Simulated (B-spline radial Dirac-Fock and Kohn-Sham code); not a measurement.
## What relativity does to the binding energies of Ti⁵⁺

System: titanium as Ti⁵⁺ in the configuration [Ne] 3s2 3p5.

Both columns are ΔSCF binding energies of the configuration average from a radial atomic solver: non-relativistic Hartree-Fock with a point nucleus, and Dirac-Fock with a finite nucleus and the Coulomb interaction alone, averaged over the two j levels with weights 2j+1.

```
shell  Hartree-Fock (eV)  Dirac-Fock (eV)  shift (eV)  shift (%)
   1s             5039.9           5072.1      +32.19      +0.64
   2s              657.1            663.3       +6.21      +0.94
   3s              148.6            149.6       +1.00      +0.67
   3p              119.5            119.7       +0.11      +0.09
```

Relativity binds 1s, 2s, 3s, 3p more strongly, among those listed most of all 2s in relative terms.

Values without a named source are computed, but for edge energies of neutral atoms, which are taken from tables.
